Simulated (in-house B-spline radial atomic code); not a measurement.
Configurations of the vanadium ion V³⁺, with energies counted from [Ar] 3d2. Method: non-relativistic TPSSh, spin-polarised, spherical fractional occupations, exact exchange averaged over the configuration, point nucleus. Calculated with a B-spline radial code for spherical atoms. Shells without spins written out take the highest spin.

Occupations are held fixed; configurations that lie above the ionisation limit could autoionise.

```tsv
configuration	E - E(ref) (eV)	highest orbital	its <r> (bohr)
[Ar] 3d1 4s1	12.103	4s up	2.441
[Ne] 3s2 3p5 3d3	36.927	3d up	1.143
[Ne] 3s2 3p5 3d2 4p1	56.601	4p up	2.706
```

(1) Order these further configurations by energy, lowest first.
A. [Ne] 3s2 3p5 3d2 4s1
B. [Ar] 3d1 4f1
C. [Ne] 3s2 3p5 3d2 4f1
D. [Ar] 3d1 4p1

## Answers

(1) D (18.263 eV), B (32.611 eV), A (50.329 eV), C (71.221 eV).
